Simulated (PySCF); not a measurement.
C₂H₆FNOSi, SMILES N[Si]1(F)COC1. Atoms are numbered in the order given.

```xyz
12

N      1.8353    -0.2783    -0.6670
Si     0.3988     0.0301     0.2115
F      0.7122     0.4038     1.7726
C     -1.0372    -1.1469    -0.0830
O     -1.6576    -0.1228    -0.8935
C     -0.9124     1.0870    -0.6246
H      2.3230    -1.1621    -0.5605
H      2.4851     0.4717    -0.8808
H     -0.8794    -2.0649    -0.6727
H     -1.6567    -1.3958     0.7985
H     -0.6733     1.6110    -1.5645
H     -1.4799     1.7745     0.0295
```
Charge 0, spin multiplicity 1.

Geometry optimised at ωB97X-D3(BJ)/def2-SVP. This is a generated structure with no PubChem entry under its InChIKey; it may be hypothetical. Other conformers were not sampled.

Level of theory: HF/pcSseg-1 in PySCF.

GIAO shieldings, no solvent; atoms listed in one row are averaged. δ = σ(ref) − σ: ¹⁵N against NH3 (σ = 267.3 ppm); ²⁹Si against TMS (σ = 393.8 ppm); ¹⁹F against CFCl3 (σ = 238.5 ppm); ¹³C against TMS (σ = 192.6 ppm); ¹⁷O against H2O (σ = 333.0 ppm); ¹H against TMS (σ = 31.99 ppm), references at their B3LYP-D3(BJ)/def2-TZVP geometries, non-relativistic.

| nucleus | atoms | count | δ (ppm) |
|---|---|---|---|
| ¹⁵N | N1 | 1 | 23.9 |
| ²⁹Si | Si2 | 1 | -4.0 |
| ¹⁹F | F3 | 1 | -93.7 |
| ¹³C | C4, C6 | 2 | 68.2 |
| ¹⁷O | O5 | 1 | -31.9 |
| ¹H | H12 | 1 | 4.32 |
| ¹H | H10 | 1 | 4.32 |
| ¹H | H11 | 1 | 4.17 |
| ¹H | H9 | 1 | 4.14 |
| ¹H | H7, H8 | 2 | 1.76 |
